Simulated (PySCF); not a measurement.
Magnetisability: `C=COC[C@@H](C)F`, C₅H₉FO

Geometry:
| atom | x (Å) | y (Å) | z (Å) |
| --- | --- | --- | --- |
| C1 | 2.407 | 0.935 | -1.539 |
| C2 | 2.064 | -0.111 | -0.807 |
| O3 | 0.894 | -0.398 | -0.185 |
| C4 | -0.244 | 0.404 | -0.416 |
| C5 | -1.448 | -0.519 | -0.638 |
| C6 | -1.804 | -1.317 | 0.603 |
| F7 | -2.522 | 0.273 | -1.005 |
| H8 | 1.754 | 1.761 | -1.756 |
| H9 | 3.394 | 0.987 | -1.958 |
| H10 | 2.767 | -0.908 | -0.599 |
| H11 | -0.123 | 1.033 | -1.302 |
| H12 | -0.424 | 1.049 | 0.454 |
| H13 | -1.253 | -1.179 | -1.492 |
| H14 | -2.093 | -0.642 | 1.405 |
| H15 | -2.630 | -1.992 | 0.396 |
| H16 | -0.935 | -1.889 | 0.913 |

Method: GIAO PBE/pcSseg-1 magnetisability, rotational g tensor and spin-rotation constants, non-relativistic, gas phase (PySCF). Geometry: GFN2-xTB, dihedral held. The dihedral C5–C4–O3–C2 is held at 135°.

**Question.** How diamagnetic is it, and how anisotropic?

**Answer.** Isotropic -1082 × 10⁻³⁰ J/T², or -65.2 × 10⁻⁶ cm³/mol; principal values -1132, -1083, -1032 × 10⁻³⁰ J/T², anisotropy 87 × 10⁻³⁰ J/T² (root of half the summed squared differences of the principal values). The susceptibility is in cgs units.

**Question.** Split it along the inertial axes a, b, c into diamagnetic and paramagnetic parts about the centre of mass, with the quadrupole moment.

**Answer.** 
```csv
axis,χ (10⁻⁶ cm³/mol),diamagnetic (10⁻⁶ cm³/mol),paramagnetic (10⁻⁶ cm³/mol),summed x² of all electrons (Å²),quadrupole Θ (D Å)
a,-63.8,-299.6,235.8,213.9,-0.96
b,-64.7,-982.4,917.7,53.0,0.00
c,-67.0,-1132.5,1065.5,17.6,+0.96
```
Anisotropies 2χaa − χbb − χcc = +4.0 and 2χbb − χaa − χcc = +1.5 × 10⁻⁶ cm³/mol. Θ is traceless in Buckingham's convention.

**Question.** And the rotational g tensor?

**Answer.** 
```
axis  rotational constant (GHz)        g  nuclear part  electronic part
   a                     5.8886  -0.0352        0.6171          -0.6523
   b                     1.3294  -0.0078        0.5654          -0.5732
   c                     1.1379  -0.0057        0.5639          -0.5696
```
Asymmetric top; isotopes 12C, 19F, 1H, 16O; no vibrational averaging.
